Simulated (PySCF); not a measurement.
# Ionisation energy of Br¹³⁺ by level of theory

Br¹³⁺ [Ar] 3d4 [3d3/2^4, M_J = 0] → Br¹⁴⁺ [Ar] 3d3 [3d3/2^3, M_J = 3/2], as a difference of total energies. Calculation: PySCF 2.14, in an even-tempered Gaussian basis (17 s from 1 bohr⁻², ratio 2.8; 12 p from 1.3 bohr⁻², ratio 2.8; 8 d from 1.3 bohr⁻², ratio 2.8; 4 f from 5.1 bohr⁻², ratio 3); the two-component X2C-1e Hamiltonian. Correlated levels: [Ne] frozen; the 76 highest virtual spinors dropped. "Screened" scales the spin-orbit matrix elements by Boettger's factors to mimic the two-electron term; Breit and QED terms are absent.

| method | ionisation energy (eV) |
| --- | --- |
| GHF (spin-free) | 436.23 |
| GMP2 (spin-free) | 436.78 |
| GHF (screened spin-orbit) | 435.89 |
| GMP2 (screened spin-orbit) | 436.45 |

How much does correlation contribute at GMP2 (screened spin-orbit)?

436.45 − (435.89) = 0.56 eV, measured against GHF (screened spin-orbit).

Breit and QED terms and the two-electron picture change are absent.

The spin-free rows relax to the high-spin LS determinant and lack the spin-orbit shift.

The labels give the starting determinants; with spin-orbit coupling the two ends relaxed to ⟨J²⟩ = 3.50, ⟨L²⟩ = 5.91, ⟨S²⟩ = 5.90 and ⟨J²⟩ = 6.14, ⟨L²⟩ = 11.88, ⟨S²⟩ = 3.69.

The determinant of Br¹³⁺ and of Br¹⁴⁺ mixes levels of different J (the jj label is only the starting occupation), so the difference between spin-free and spin-orbit rows is not the physical spin-orbit shift.

For comparison: 436 ± 3 eV (theoretical estimate listed by NIST; NIST Atomic Spectra Database, ionization energies).
